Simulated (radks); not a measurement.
The numbers below are computed, except where a source is named.
Problem. Ta26+, 47 electrons, occupied as [Kr] 4d10 4f1 (the NIST ground configuration). Level of theory: scalar-relativistic Kohn-Sham, SCAN, spin-polarised, spherical densities, finite nucleus; open shells are filled with parallel spins first (spin-orbit coupling, left out, can overturn this in heavy ions); meta-GGA in the generalised Kohn-Sham scheme; Fermi nuclear charge, rms radius 5.3507 fm (a radial shooting solver on a logarithmic mesh with Libxc functionals). Some entries of the table are withheld. Estimate them.

orbital,occ.,eigenvalue (eV),<r^2> (bohr^2)
1s down,1,-68286.39,0.0004788
1s up,1,-68286.38,0.0004788
2s up,1,-12469.36,0.007375
2s down,1,-12469.29,0.007375
2p up,3,-11029.27,0.006089
2p down,3,-11029.22,0.006089
3s up,1,-3536.026,0.04757
3s down,1,-3534.652,0.04754
3p up,3,-3104.518,0.04824
3p down,3,-3103.094,0.04820
3d up,5,-2601.744,(1)
3d down,5,-2600.604,(2)
4s up,1,(3),0.2132
4s down,1,(4),0.2134
4p up,3,-1194.061,0.2326
4p down,3,-1191.905,0.2329
4d up,5,-1002.328,0.2459
4d down,5,-1000.117,0.2463
4f up,1,-797.0200,0.2325

Solution. 
(1) 3d up <r^2> (bohr^2): 0.04007
(2) 3d down <r^2> (bohr^2): 0.04003
(3) 4s up eigenvalue (eV): -1345.923
(4) 4s down eigenvalue (eV): -1343.683
